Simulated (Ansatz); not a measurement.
Cartesian coordinates (Å):
```xyz
3

C      1.1042     0.0909     0.0000
N     -0.0553    -0.0046     0.0000
H     -1.0489    -0.0863     0.0000
```
Charge +1, spin multiplicity 2.

Method: frozen-core CCSD(T)/cc-pVTZ // PBE0-D4/def2-TZVP (Ansatz, a first-principles code). The geometry is that of the parent before the electron was removed.

```yaml
HF energy: -92.49693 Ha
MP2 correlation energy: -0.26819 Ha
```

Question: Estimate the CCSD correlation energy, the (T) correction, the total energy and the T1 diagnostic.

Answer: 
The CCSD correlation energy comes out as -0.30007 Ha and the (T) correction is -0.01508 Ha. The CCSD(T) total energy is -92.81208 Ha. The T1 diagnostic is 0.064.
